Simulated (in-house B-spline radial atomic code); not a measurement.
A fraction x of an electron is removed from 3d in Fe VI (Fe5+), starting from [Ar] 3d3 and keeping the highest spin. Computed with an all-electron radial atomic-structure program (B-spline basis): non-relativistic OLYP, spin-polarised, spherical fractional occupations, point nucleus.

```csv
x,E(x) - E(0) (eV),3d up level (eV)
0,0.0000,-88.521
0.08,7.1567,-90.398
0.18,16.3145,-92.761
0.36,33.3975,-97.059
0.38,35.3435,-97.540
0.5,47.2222,-100.441
0.51,48.2278,-100.684
0.73,70.9693,-106.070
0.76,74.1625,-106.811
0.93,92.6789,-111.037
1,100.5129,-112.791
```

The exact functional would give a straight line between the two integer points. Deviations E(x) - E(0) - x[E(1) - E(0)], in eV: -0.884 at x = 0.08, -1.778 at x = 0.18, -2.787 at x = 0.36, -2.851 at x = 0.38, -3.034 at x = 0.5, -3.034 at x = 0.51, -2.405 at x = 0.73, -2.227 at x = 0.76, -0.798 at x = 0.93.

The curve lies below the straight line by up to 3.034 eV (at x = 0.5): convex, the delocalisation error that favours fractional charges.

(1) How well does Slater's transition state (minus the level at half occupation) give the ionisation energy?

Results:

(1) It gives 100.441 eV against 100.513 eV from the two total energies; NIST lists 98.98 eV, ground level to ground level.
